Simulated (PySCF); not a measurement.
Relaxation of singlet Cs₂Cl⁺

Computed with PBE0/[Cl def2-TZVP, Cs def2-TZVP with ECP46], scalar-relativistic core potentials, density fitting, no spin–orbit coupling, PySCF. A (50,194) grid was used.

A hand-made bent start, of C2v symmetry, held to at least that symmetry:

```xyz
3
charge 1 multiplicity 1, angstrom
Cl    0.0000    0.0000   -1.6443
Cs    2.6572    0.0000    0.2163
Cs   -2.6572    0.0000    0.2163
```

Q: What does it relax to?

A: It ends at D∞h with Cl–Cs 3.116 Å (×2); Cs–Cl–Cs 179.9°. No frequency check is given, so it may be a saddle point.

Q: How much energy is released, and in how many steps?

A: 35.0 kJ/mol in 14 steps.

The relaxation took 23 s on 2 threads of a shared Arm Neoverse V2 host, with 95 basis functions and 16 gradients; the process peaked at 0.85 GiB.
